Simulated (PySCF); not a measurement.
## Rh¹⁶⁺: ionisation energy

Rh¹⁶⁺ [Ar] 3d10 4s1 [4s1/2^1, M_J = 1/2] → Rh¹⁷⁺ [Ar] 3d10, as a difference of total energies. Computed with PySCF 2.14 in an uncontracted even-tempered set (18 s from 0.84 bohr⁻², ratio 2.8; 13 p from 1.1 bohr⁻², ratio 2.8; 8 d from 1.9 bohr⁻², ratio 2.8; 4 f from 5.1 bohr⁻², ratio 3), with the two-component X2C-1e Hamiltonian. Correlated levels: [Ne] frozen; the 76 highest virtual spinors dropped. "Screened" scales the spin-orbit matrix elements by Boettger's factors to mimic the two-electron term; Breit and QED terms are absent.

| method | ionisation energy (eV) |
| --- | --- |
| GHF (spin-free) | 413.42 |
| GMP2 (spin-free) | 414.55 |
| GHF (screened spin-orbit) | 413.41 |
| GMP2 (screened spin-orbit) | 414.53 |

Question: How much does correlation contribute at GMP2 (screened spin-orbit)?

Answer: 414.53 − (413.41) = 1.12 eV, measured against GHF (screened spin-orbit).

Breit and QED terms and the two-electron picture change are absent.

For comparison: 415.97 ± 0.14 eV (semi-empirical (NIST evaluation); NIST Atomic Spectra Database, ionization energies).
